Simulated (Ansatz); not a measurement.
CH₈AlClSi₂, SMILES `C[Si]([AlH2])([SiH3])Cl` at its PBE0-D4/def2-TZVP geometry, where that method's forces vanish. Total charge 0; spin multiplicity 1.

```xyz
13

C    -1.7897    0.0824   -0.6705
Si    0.0594    0.1089   -0.3628
Al    1.0570    2.2278    0.3648
Si    0.7307   -1.8088    0.8006
Cl    1.0062   -0.0009   -2.2453
H    -2.3263    0.1134    0.2824
H    -2.0972    0.9447   -1.2656
H    -2.0809   -0.8280   -1.1992
H     0.3412    3.6030    0.0144
H     2.4764    2.2315    1.0755
H     0.2675   -3.0447    0.1115
H     0.1438   -1.7846    2.1711
H     2.2119   -1.8447    0.9229
```

Q: What forces (eV/Å) does r2SCAN-D4/def2-TZVPP give on these atoms in the Gaussian-basis code of Ansatz? (Best estimate.)

A: Ansatz gave: 
```
C1  -0.025 -0.004  0.005
Si2 -0.012  0.006  0.084
Al3  0.015  0.023  0.009
Si4  0.000 -0.013  0.014
Cl5  0.049  0.010 -0.083
H6  -0.005 -0.001 -0.028
H7  -0.007 -0.019  0.010
H8  -0.010  0.018  0.008
H9   0.019 -0.019  0.003
H10 -0.023  0.007 -0.019
H11  0.012  0.009  0.015
H12  0.013 -0.010 -0.019
H13 -0.025 -0.007  0.001
```
